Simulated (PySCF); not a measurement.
C4H10OSi, SMILES C[C@H]1OC[Si@H]1C.

Geometry optimised at PBE0-D3(BJ)/def2-SVP. The structure was generated by enumeration; whether it is a known compound was not checked.

Two levels are set side by side: TDA-PBE/def2-SVPD (PySCF) and TDA-B3LYP/def2-SVPD (PySCF). Vertical, same geometry. The lowest singlet is HOMO→LUMO 100 % with PBE and HOMO→LUMO 89 % with the other functional; states are paired by order. Differences are taken from unrounded values.

```tsv
quantity	TDA-PBE
lowest singlet excitation (eV)	5.16
lowest triplet excitation (TDA) (eV)	5.03
```

Task: These are the TDA-PBE values. What does TDA-B3LYP give? (An estimate is asked for; the answer gives what the named calculation found.)

Result: 
```json
[
 {"quantity": "lowest singlet excitation (eV)", "TDA-B3LYP": "5.90", "TDA-PBE minus TDA-B3LYP": "-0.74"},
 {"quantity": "lowest triplet excitation (TDA) (eV)", "TDA-B3LYP": "5.72", "TDA-PBE minus TDA-B3LYP": "-0.69"}
]
```

A lower first singlet is the usual sign of a functional without exact exchange. Differences between two approximate levels are no errors against the true value.

Rough cost on one machine, each run with all the roots and properties that it gave: TDA-B3LYP against TDA-PBE about 3 times.
